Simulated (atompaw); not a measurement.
# Logarithmic derivatives: As (Z = 33), PAW (atompaw)

- Element: As
- Generator: atompaw 4.2.0.5
- Type: PAW
- Functional: PBE
- Relativity: scalar-relativistic
- Frozen core: [Ar]
- Valence charge: 15
- Reference configuration: 3d10 4s2 4p3
- Partial waves: 4s (bound): rc 1.90 bohr; 4s channel at -0.7 Ry: rc 1.40 bohr; 4p (bound): rc 1.90 bohr; 4p channel at 1.55 Ry: rc 1.90 bohr; 3d (bound): rc 1.25 bohr; 3d channel at -1.75 Ry: rc 1.25 bohr
- Local potential: bessel scheme, radius 1.70 bohr
- Core correction: smooth core density matched at 1.70 bohr
- Augmentation charge: sinc compensation charge, radius 1.65 bohr; PAW radius 1.90 bohr; waves and projectors: custom polynom vanderbiltortho

The phase is arctan(r·u′/u) with u = r·R(r), unwrapped; energies in Ry, scanned from -5 to 5 Ry. A pole is an energy at which the radial function vanishes at the test radius. The pseudo phase is shifted by a multiple of π to meet the all-electron one at the reference energy, and phase errors are pseudo minus all-electron; the curves can meet again beyond the range given. Levels narrower than the energy grid can be missing from the lists of poles.

```csv
channel,radius (bohr),reference energy (Ry),"poles, all-electron","poles, pseudo",unbroken range about the reference energy with phases within 0.05 rad,phase error 1 Ry above the reference energy (rad)
s,1.90,-1.07,2.02,2.09,the whole range,+0.001
p,1.90,-0.38,3.69,3.68,the whole range,-0.000
d,1.90,-2.99,-2.89,-2.89,below 1.8,+0.000
```

Phases in the d channel:

```tsv
E (Ry)	all-electron	pseudo
-5.00	1.327	1.327
-4.76	1.319	1.319
-4.52	1.309	1.309
-4.28	1.298	1.298
-4.04	1.282	1.283
-3.80	1.261	1.261
-3.56	1.224	1.224
-3.32	1.133	1.133
-3.08	0.135	0.136
-2.84	-1.639	-1.639
-2.60	-1.756	-1.756
-2.36	-1.800	-1.800
-2.12	-1.829	-1.829
-1.88	-1.851	-1.851
-1.64	-1.872	-1.872
-1.40	-1.892	-1.892
-1.16	-1.913	-1.913
-0.92	-1.936	-1.936
-0.68	-1.962	-1.962
-0.44	-1.991	-1.991
-0.20	-2.025	-2.024
0.04	-2.065	-2.064
0.28	-2.114	-2.112
0.52	-2.174	-2.171
0.76	-2.251	-2.245
1.00	-2.350	-2.341
1.24	-2.482	-2.466
1.48	-2.658	-2.632
1.72	-2.888	-2.848
1.96	-3.167	-3.111
2.20	-3.462	-3.396
2.44	-3.729	-3.661
2.68	-3.941	-3.879
2.92	-4.102	-4.047
3.16	-4.223	-4.173
3.40	-4.314	-4.270
3.64	-4.386	-4.345
3.88	-4.442	-4.405
4.12	-4.488	-4.453
4.36	-4.527	-4.493
4.60	-4.559	-4.526
4.84	-4.587	-4.554
```
